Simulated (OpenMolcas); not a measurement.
A calculation on Pt2+.

| Quantity | Value |
| --- | --- |
| Program | OpenMolcas 26.06 |
| Method | CASSCF |
| Basis | ANO-RCC-VQZP [9s8p6d4f2g1h] |
| Scalar Hamiltonian | DKH2, point nucleus |
| Active space | 8 electrons in 10 orbitals (5d 6d) |
| State averaging | 2S+1 = 3 even, 10 roots; 2S+1 = 1 even, 15 roots |
| Spin-orbit coupling | state interaction with AMFI integrals over the reference wave functions, term energies averaged over their components |

Which level of the active space comes out lowest?

5d⁸ ³F₄, with 97 % of that term; it is also the measured ground level.

How high does 5d⁸ ³F₃ lie?

9983 cm⁻¹ above the lowest level; measured 9752 cm⁻¹ above the ground level, so the calculation is off by +2 %.

How high does 5d⁸ ³P₁ lie?

22669 cm⁻¹ above the lowest level; measured 16782 cm⁻¹ above the ground level, so the calculation is off by +35 %.

How high does 5d⁸ ³P₀ lie?

20386 cm⁻¹ above the lowest level; measured 14939 cm⁻¹ above the ground level, so the calculation is off by +36 %.

The level at 8272 cm⁻¹ has J = 2. What is it made of, and what is its g factor?

46 % 5d⁸ ¹D₂, 32 % 5d⁸ ³F, 22 % 5d⁸ ³P; g = 1.003, against 1.000 from Landé's formula for the pure leading term.

Measured values: NIST levels as listed in McCann et al., Mon. Not. R. Astron. Soc. 538, 537 (2025).

Without dynamic correlation excited terms often stand tens of per cent too high (terms of higher spin than the ground term too low), and those without a measured partner can miss by more than the paired ones. Active for correlation alone: 6d; no level in the range computed is led by a configuration that fills it, so any true level of that kind is missing. Measured partners are found by configuration, term and J. A level has none where our copy of the source lacks it or the pairing is in doubt (some pairs that miss far off the trend of their configuration count as doubtful), and it then counts in no deviation. Only configurations of the active space appear.
